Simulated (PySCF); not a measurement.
## Simulated absorption spectrum

C₅H₄FN.
Cartesian coordinates in Å at the GFN2-xTB level; atoms count from 1:
```
atom  x, y, z in Å
N1     2.8726   -0.4082    0.2656
C2     1.8216   -0.1812   -0.1215
C3     0.4907    0.0936   -0.5876
C4    -0.6044   -0.9003   -0.0800
C5    -1.2196    0.2756    0.6403
C6    -0.2864    1.1125    0.2101
F7    -0.0437    2.4110    0.3648
H8     0.5039    0.2575   -1.6678
H9    -0.2255   -1.6911    0.5651
H10   -1.2129   -1.3312   -0.8725
H11   -2.0908    0.3645    1.2576
```

The calculation used TDDFT CAM-B3LYP/def2-SVPD, vertical, gas phase, core orbitals frozen in the response in PySCF 2.14.0, density-fitted response routines.

Broadening: Gaussians 0.4 eV wide at half height, area fixed by f = 4.319×10⁻⁹ ∫ε dν̃. The width is an assumption, not a result. The curve ends short of the highest state used, and states not computed would add to its high-energy end.

```tsv
E (eV)	ε (L mol⁻¹ cm⁻¹)
6.56	11
6.60	24
6.63	42
6.67	86
6.70	143
6.73	228
6.77	408
6.80	608
6.83	880
6.87	1378
6.90	1864
6.93	2451
6.97	3383
7.00	4176
7.04	5315
7.07	6192
7.10	7052
7.14	8116
7.17	8816
7.20	9407
7.24	10000
7.27	10286
7.30	10430
7.34	10394
7.37	10195
7.41	9707
7.44	9183
7.47	8542
7.51	7543
7.54	6725
7.57	5889
7.61	4808
7.64	4069
7.68	3232
7.71	2741
7.74	2377
```

(1) Where are the band maxima, and which computed states make them?

(2) Coming from long wavelengths, where does ε first pass 100 L mol⁻¹ cm⁻¹?

## Answers

(1) 169 nm (7.31 eV), ε about 10000, made up of S1 (38%), S2 (45%) and S3 (17%) (ε in L mol⁻¹ cm⁻¹; maxima over ε = 5, shares over 10%). The states used: S1 7.16 eV (f 0.087); S2 7.37 eV (f 0.074); S3 7.50 eV (f 0.047); S4 7.67 eV (f 0.0009); S5 7.99 eV (f 0.027); S6 8.00 eV (f 0.0013); S7 8.20 eV (f 0.018); S8 8.34 eV (f 0.0082).

(2) At about 186 nm (6.68 eV), 0.49 eV below S1.
